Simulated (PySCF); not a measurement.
Harmonic spectrum computed at PBE0 in the def2-TZVP basis family (core potentials from Rb on, PySCF, no spin–orbit coupling):

```tsv
symmetry	ω (cm⁻¹)	IR (km/mol, summed over degenerate members)
πu	135	36.3
σg+	613	0.0
σu+	680	264
```

Question: Which molecule gave it? In each, all ligands are bound to the one heavy central atom.
A. TcF₂ (sextet)
B. OsF₂ (quintet)
C. RuF₂ (quintet)
D. IrF₂ (quartet)
E. MgF₂ (singlet)

Answer: C. It has D∞h symmetry with Ru–F 1.866 Å (×2).
